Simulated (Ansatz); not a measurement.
CH₅O₂Sn, SMILES `C[O][SnH][OH]` radical. The species carries charge 0 and has multiplicity 2. Correlated methods include outer-core shells of Sn, which these sets cover unevenly. Sn: def2 effective core potential.

Cartesian coordinates in Å:
```
C -0.8882 -1.2929 0.3323
O -0.3025 -0.0327 0.5242
Sn 0.4126 1.0573 -0.9628
O 1.3406 2.4570 0.0580
H -0.9482 -1.7942 1.3034
H -1.9075 -1.2191 -0.0674
H -0.3046 -1.9390 -0.3386
H 1.6760 0.1450 -1.7578
H 0.9218 2.6185 0.9087
```

Q: Give the diagnostics of a CCSD(T)/def2-TZVPP run (frozen core, Ansatz 0.2.0). (Estimate.)

A: The calculation gave: T1 = 0.0183, largest single amplitude 0.062, largest double 0.019, (T) share of the correlation energy 3.4 %, 13 CCSD cycles. ⟨S²⟩ of the UHF reference is 0.764 against 0.75 for a pure state. T1 lies under the customary mark of 0.045 for open shells.
